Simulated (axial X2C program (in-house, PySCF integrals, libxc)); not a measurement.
Results of a calculation; reference values are marked as such.
# AsN⁺: input and output

Program: an axial X2C code built on PySCF integrals.

Input file and command:
```json
{"zs": [33, 7], "q": 1, "bas": ["dyall-cv3z", "dyall-av3z"], "levels": ["PBE0", "HF", "PBE"], "cc": true, "r0": 1.74, "thr": -2.0, "nmax": 90, "npts": 10, "nst": 2, "ntry": 6}
```
```bash
python so2c.py task.json out
```

Keys: zs atomic numbers; q charge; bas basis sets; levels methods; cc coupled cluster on or off; r0 starting distance in Å; thr threshold in hartree for freezing inner shells (an s shell follows its p shell); nmax most natural virtual spinors; npts points on the curve; nst determinants followed; ntry starts of the search. HF also brings MP2.

Output of the HF step, without spin–orbit coupling, at R = 1.691 Å for the state M_S = 1/2, Λ = 1. It starts from PBE0 orbitals of this distance.

```
spin-free X2C-1e  HF
basis functions 160  fitting functions 879  grid points 5072
iter        total energy     max residual
   1      -2313.139120049     2.92e-01
   2      -2313.166114530     1.30e-02
   3      -2313.169555361     1.24e-02
   4      -2313.171693137     1.28e-02
   5      -2313.174309732     1.28e-02
   6      -2313.175741194     1.26e-02
   7      -2313.170428319     2.81e-02
   8      -2313.184646844     8.84e-03
   9      -2313.184129915     7.19e-03
  10      -2313.186579404     2.40e-03
  11      -2313.186789928     2.81e-04
  12      -2313.186786179     3.74e-04
  13      -2313.186791607     1.17e-04
  14      -2313.186792066     2.60e-05
  15      -2313.186792089     8.74e-06
  16      -2313.186792090     7.95e-06
  17      -2313.186792092     1.16e-06
  18      -2313.186792093     2.52e-07
converged
one-electron -3350.92639456  Coulomb 1054.53075568  exact exchange -89.07970184  xc functional 0.00000000  nuclear repulsion 72.28854862
correlated 9  virtual 233  natural virtual 90  E(MP2) -0.226577223  MP2 remainder -0.006473163
iter   CCSD correlation   residual
   1     -0.238282450   1.37e-01
   2     -0.249535721   8.27e-02
   3     -0.257065775   5.99e-02
   4     -0.264691685   4.23e-02
   5     -0.267100532   1.70e-02
   6     -0.267848491   6.72e-03
   7     -0.268098198   3.10e-03
   8     -0.268030094   1.59e-03
   9     -0.268058240   7.66e-04
  10     -0.268030466   3.38e-04
  11     -0.268038014   1.62e-04
  12     -0.268041008   6.19e-05
  13     -0.268043063   2.68e-05
  14     -0.268044105   1.12e-05
  15     -0.268044493   4.93e-06
  16     -0.268044727   2.06e-06
  17     -0.268044781   9.81e-07
  18     -0.268044810   5.51e-07
  19     -0.268044824   3.18e-07
(T) -0.015285253  T1 0.1311  D1 0.3120  max T2 0.144
```
Energies are in hartree; totals compare only within one Hamiltonian and basis. T1 is large, a sign of multireference character or of a spin-contaminated reference. Where the energy jumps back up, the SCF was restarted by another method. T1 in the output is the amplitude norm over the root of the electron number; divide by √2 for the Lee–Taylor value. The determinant is spin-polarised beyond a pure state at some levels (its spin-free form has ⟨S²⟩ too high), which makes Re and μ there less reliable.
